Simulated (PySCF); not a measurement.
Basis-set dependence of InP at CCSD(T)

PySCF, UHF reference; triplet, unpaired electrons π ↑↑; De to In + P without counterpoise correction. Frozen cores follow the default of each basis and core potential.

```tsv
basis	relativity	functions	Re (Å)	ωe (cm⁻¹)	De (eV)	frozen orbitals
x2c-SVPall	spin-free X2C	54	2.665	250	1.37	23
def2-SVPD	scalar-relativistic core potentials	56	2.694	248	1.53	9
def2-TZVPP	scalar-relativistic core potentials	92	2.641	259	1.73	9
def2-TZVPPD	scalar-relativistic core potentials	104	2.642	257	1.75	9
```

Problem. How does each smaller set differ from the one with most functions, def2-TZVPPD?

Solution. x2c-SVPall: +2.3 pm, -2.7 % in ωe, -0.38 eV in De; def2-SVPD: +5.2 pm, -3.5 % in ωe, -0.22 eV in De; def2-TZVPP: -0.1 pm, +0.8 % in ωe, -0.02 eV in De. All at CCSD(T); the set with most functions is neither the basis-set limit nor always the best. The rows treat relativity differently, so the differences are not basis effects alone.

Correlated steps freeze the inner cores (9 to 23 orbitals); shallow outer-core shells are correlated. Correlated levels converge slowly with the basis: in double zeta they bind strong bonds too weakly, by up to about 1 eV, and carry superposition errors of some tenths. Spin–orbit coupling is left out, which matters for elements this heavy, above all for dissociation energies. The state was picked by a PBE0 search and need not be the measured ground state.
